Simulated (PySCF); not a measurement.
These are PySCF with PBE0-D3(BJ)/def2-TZVP // PBE0-D3(BJ)/def2-SVP values and carry that method's errors. Isolated molecules, 0 K electronic values unless said otherwise. One relaxed conformer stands for a flexible species; it need not be the lowest. Excitations are Tamm–Dancoff values on a coarser integration grid. The basis has no diffuse functions, so Rydberg states are missing or too high.

Reference species (SMILES): `C[O][Sn]([O]C)([O]C)[O]C` (neutral, multiplicity 1).

- S1 oscillator strength: 0.000
- S1–T1 gap (TDA): 0.39 eV
- HOMO: -7.95 eV

Changed species: `C[O][Sn]([SH])([SH])[SH]` (3 of 4 OCH3 replaced by SH; the reference has 0 of 4 OCH3 replaced by SH).

**Question.** What does the change do to the S1 oscillator strength, S1–T1 gap (TDA) and HOMO?

**Answer.** the S1 oscillator strength goes up by 0.012, to 0.012; the S1–T1 gap (TDA) rises by 0.05 eV, to 0.44 eV; the HOMO goes up by 0.24 eV, to -7.71 eV.
